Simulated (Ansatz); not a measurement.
The Si2–O1 bond of H4OSi (SMILES O[SiH3]) is stretched (multiplicity 1, the rest rigid).
Geometry at rest (charge 0, multiplicity 1):
```xyz
6

O      1.039    -0.335    -0.256
Si    -0.509     0.130     0.092
H      1.762     0.091     0.209
H     -0.843    -0.107     1.519
H     -1.379    -0.692    -0.771
H     -0.726     1.569    -0.196
```

Frozen-core correlation.

Programs: Ansatz (Gaussian basis) for Hartree–Fock, density functionals and correlated methods. Values without a source in brackets are computed.

Energies above the point at 1.653 Å (the B3LYP-D3(BJ) bond length), FIC-MRCISD+Q on CASSCF(4,3)/cc-pV(T+d)Z (kcal/mol): 13.00 at 1.488 Å; 8.31 at 1.818 Å; 123.65 at 5.289 Å.

### Question
Take the last value as the depth D of a Morse curve D(1 − e^(−a(R − R₀)))², fit a and R₀ to the two near points, and test it at 2.231 and 2.892 Å.

### Answer

With D = 123.7, both near points (counted from the curve's value at 1.653 Å) are met by a = 1.76 Å⁻¹ and R₀ = 1.647 Å, so k = 2Da² = 764 kcal/(mol Å²). The curve then gives 50.9 and 97.5 kcal/mol; the level itself gives 52.2 and 105.4, so Morse is off by -1.3 and -7.9.

Doubts at one or more of the structures used: active orbitals that take no part (FIC-MRCISD+Q on CASSCF(4,3)/cc-pV(T+d)Z).

Ansatz is a program for electronic structure.
